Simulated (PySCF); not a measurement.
## Energy of Cr (chromium, neutral) between two integer charges

The 4s alpha orbital of [Ar] 3d5 4s1 is emptied in steps (occupation f), with all orbitals relaxed, ending at [Ar] 3d5. Computed with PySCF 2.14 in aug-cc-pVTZ (8s7p5d3f2g, 93 functions), with the non-relativistic Hamiltonian (point nucleus). The exact energy is a straight line in f; departures are measured from the line between the end points of the same method.

| f | UHF (eV) | LDA (eV) | PBE (eV) |
| --- | --- | --- | --- |
| 1 | 0.000 | 0.000 | 0.000 |
| 0.75 | 0.025 | -0.554 | -0.549 |
| 0.5 | 0.032 | -0.743 | -0.739 |
| 0.25 | 0.023 | -0.559 | -0.560 |
| 0 | 0.000 | 0.000 | 0.000 |

| method | E(f=0) − E(f=1) (eV) | −ε at f=1 (eV) | −ε at f=0.5 (eV) |
| --- | --- | --- | --- |
| UHF | 5.903 | 6.043 | 5.898 |
| LDA | 7.472 | 4.541 | 7.459 |
| PBE | 7.270 | 4.374 | 7.241 |

Orbital energy along the path (eV):

```
   f     UHF      LDA      PBE
   1  -6.043   -4.541   -4.374
0.75  -5.966   -5.979   -5.784
 0.5  -5.898   -7.459   -7.241
0.25  -5.838   -8.960   -8.741
   0  -5.784  -10.448  -10.283
```

Reference removal energy between the ground levels: 6.767 eV (measured; NIST Atomic Spectra Database, ionization energies). UHF lacks correlation.
